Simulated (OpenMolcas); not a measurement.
# Fe3+, Ru3+, Os3+: d⁵ down the group

| Property | Result |
| --- | --- |
| Program | OpenMolcas 26.06 |
| Method | SS-CASPT2, IPEA 0.25 Eh, imaginary shift 0.1 Eh |
| Basis | ANO-R2 |
| Scalar Hamiltonian | X2C, finite nucleus |
| Spin-orbit coupling | state interaction with AMFI integrals over the reference wave functions, term energies averaged over their components |

Active space for each ion: 5 electrons in 5 orbitals (d); closed shells correlated by CASPT2: Fe3+ 3s 3p; Ru3+ 4s 4p; Os3+ 5s 5p.

Computed levels in cm-1 above ⁶S_5/2:

```json
{"Level": "⁴G_7/2", "Fe3+": "33330", "Ru3+": "24060", "Os3+": "21550"}
{"Level": "⁴G_11/2", "Fe3+": "33340", "Ru3+": "24140", "Os3+": "22660"}
{"Level": "⁴G_9/2", "Fe3+": "33350", "Ru3+": "24200", "Os3+": "23350"}
{"Level": "⁴P_1/2", "Fe3+": "36760", "Ru3+": "27380", "Os3+": "24830"}
{"Level": "⁴D_7/2", "Fe3+": "39900", "Ru3+": "28480", "Os3+": "27320"}
{"Level": "⁴D_1/2", "Fe3+": "39980", "Ru3+": "29340", "Os3+": "30890"}
{"Level": "²I_11/2", "Fe3+": "48770", "Ru3+": "35400", "Os3+": "33020"}
{"Level": "²I_13/2", "Fe3+": "48840", "Ru3+": "35910", "Os3+": "35980"}
{"Level": "²F_7/2(1)", "Fe3+": "53560", "Ru3+": "40800", "Os3+": "45190"}
{"Level": "weight of ⁶S in the lowest level (%)", "Fe3+": "100", "Ru3+": "99", "Os3+": "88"}
```

Mixed levels, with the weight of the term that names them: Ru3+ ⁴P_1/2 (70 %), Ru3+ ⁴D_1/2 (71 %), Ru3+ ²F_7/2(1) (73 %), Os3+ ⁴G_7/2 (68 %), Os3+ ⁴P_1/2 (60 %), Os3+ ⁴D_7/2 (71 %), Os3+ ⁴D_1/2 (64 %), Os3+ ²F_7/2(1) (59 %).

Measured, with the error of the calculation in %. Measured levels: Fe3+ from Corliss and Sugar, J. Phys. Chem. Ref. Data 11, 135 (1982).

| Level | Fe3+ |
| --- | --- |
| ⁴G_11/2 | 32246 (+3.4) |
| ⁴P_1/2 | 35407 (+3.8) |
| ⁴D_7/2 | 38779 (+2.9) |
| ⁴D_1/2 | 38897 (+2.8) |
| ²F_7/2(1) | 51394 (+4.2) |

Without spin-orbit coupling ⁴G lies 33340, 24110, 22260 cm-1 above ⁶S in that order; the difference to the level ⁴G_7/2, of either sign, comes from spin-orbit coupling, which also lowers the zero.

CASPT2 does not keep the components of a term degenerate, so their means are used; among the terms shown or strongly mixed into the levels shown the widest spread is 310 cm-1 (5d⁵ ²G(1), Os3+). Measured partners are found by configuration, term and J. A level has none where our copy of the source lacks it or the pairing is in doubt (some pairs that miss far off the trend of their configuration count as doubtful), and it then counts in no deviation. Only configurations of the active space appear.

A number in round brackets counts repeated terms of one configuration in the order of the reference energies.
